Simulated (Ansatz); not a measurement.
Single points on CH₅InO⁺, that is InH2(OMe) with one electron fewer.

```yaml
crystal:
  periodic: [false, false, false]
  atoms:
    - {symbol: In, position_ang: [0.615988, 1.448616, 0.718924]}
    - {symbol: H, position_ang: [2.156921, 0.693762, 0.807162]}
    - {symbol: H, position_ang: [-0.054918, 2.960305, 1.142604]}
    - {symbol: O, position_ang: [-0.768577, 0.252271, -0.092473]}
    - {symbol: C, position_ang: [-0.528011, -1.059514, -0.545080]}
    - {symbol: H, position_ang: [-0.768883, -1.141151, -1.611673]}
    - {symbol: H, position_ang: [-1.166309, -1.768624, -0.004660]}
    - {symbol: H, position_ang: [0.513810, -1.385685, -0.414803]}
basis:
  gaussian: {orbitals: def2-TZVP, initial_orbitals: start.molden}
total_charge: 1
magnetization: {spin_polarized: true, initial_magnetization: 1}
hamiltonian: {xc: pbe, dispersion: d4}
scf: {omitted_lower_state_checks: [starts]}
output: {orbitals: {seedname: orbitals}}
```

The file start.molden holds the orbitals of an earlier run on this structure, at another level or in another basis.

```sh
$ ansatz run in.yaml --threads 4 --pin off --events-out ev --progress --plain --max-ram 3916MiB
```

Shortened log:

```
Functional definition: PBE
939 factors; their error is unknown
mean field evaluation 1: about -8326.8155 eV, gradient 5.5e0 eV
mean field evaluation 2: about -8326.9387 eV, gradient 1.8e-1 eV
mean field evaluation 4: about -8326.8056 eV, gradient 5.7e0 eV
mean field evaluation 8: about -8326.9906 eV, gradient 2.3e-1 eV
mean field evaluation 16: about -8326.9926 eV, gradient 2.3e-5 eV
mean field -8326.99258316 eV, -306.0113331929 hartree, gradient 4.2e-6 eV, S^2 0.753541; 0 other end points of the search recorded, 0 dependent functions left out
reference -8326.99262661 eV, -306.0113347896 hartree; 20, 19 occupied and 122, 123 virtual orbitals, 939 factors
Total energy: -8327.08744816 eV, -306.0148194172 hartree
Checks for a lower state left out: starts
```

Run time 2.8 s (4 threads of Arm Neoverse V1 on a shared host).

As the first input, with `gaussian: {orbitals: def2-TZVPP, initial_orbitals: start.molden}`, `correlation: {method: ccsd_t}`, `scf: {omitted_lower_state_checks: [starts, cluster_reference]}` and without the key `hamiltonian` (abridged; 7.3 min):

```
Functional definition: HF
mean field -8288.03539600 eV, -304.5796829709 hartree, gradient 4.1e-6 eV, S^2 0.761204
6 core orbitals not correlated: weight in the atoms' cores, before any rotation towards them, 1.000 or more for the frozen orbitals, at most 0.000 for the correlated occupied ones
second order -17.47828960 eV of doubles, -0.00000000 eV of singles
cycle   1  -17.83165915 eV  change   -3.5e-1 eV  update   1.0e-1
cycle   2  -18.33849318 eV  change   -5.1e-1 eV  update   3.4e-2
cycle   3  -18.44756231 eV  change   -1.1e-1 eV  update   2.4e-2
cycle   4  -18.45098020 eV  change   -3.4e-3 eV  update   1.2e-2
cycle   5  -18.45915952 eV  change   -8.2e-3 eV  update   6.8e-3
cycle   6  -18.46495874 eV  change   -5.8e-3 eV  update   2.4e-3
cycle   7  -18.46541617 eV  change   -4.6e-4 eV  update   8.0e-4
cycle   8  -18.46567580 eV  change   -2.6e-4 eV  update   2.7e-4
cycle   9  -18.46565324 eV  change    2.3e-5 eV  update   8.5e-5
cycle  10  -18.46561266 eV  change    4.1e-5 eV  update   3.1e-5
cycle  11  -18.46562669 eV  change   -1.4e-5 eV  update   1.2e-5
perturbative correction -0.55988890 eV, -0.0205755376 hartree
Total energy: -8307.06091160 eV, -305.2788577731 hartree
Checks for a lower state left out: starts, cluster_reference
```

As the first input, with `hamiltonian: {xc: pbe0, dispersion: d4}` (abridged; 4.6 s):

```
Functional definition: PBE0
mean field -8327.08354615 eV, -306.0146760209 hartree, gradient 2.7e-6 eV, S^2 0.755086
Total energy: -8327.16334162 eV, -306.0176084507 hartree
Checks for a lower state left out: starts
```

As the first input, with `hamiltonian: {xc: r2scan, dispersion: d4}` (abridged; 13 s):

```
Functional definition: r2SCAN
mean field evaluation 16: about -8330.9541 eV, gradient 4.5e-5 eV
mean field -8330.95414791 eV, -306.1569180121 hartree, gradient 8.7e-6 eV, S^2 0.756161
Total energy: -8330.97602078 eV, -306.1577218255 hartree
Checks for a lower state left out: starts
```

Geometry: B3LYP-D4/def2-TZVP, that of the neutral singlet.

In the def2 sets In takes a core potential; there is no spin–orbit coupling. Correlated methods freeze 6 core orbitals; core or outer-core shells of In are correlated, in sets that lack core-valence functions.
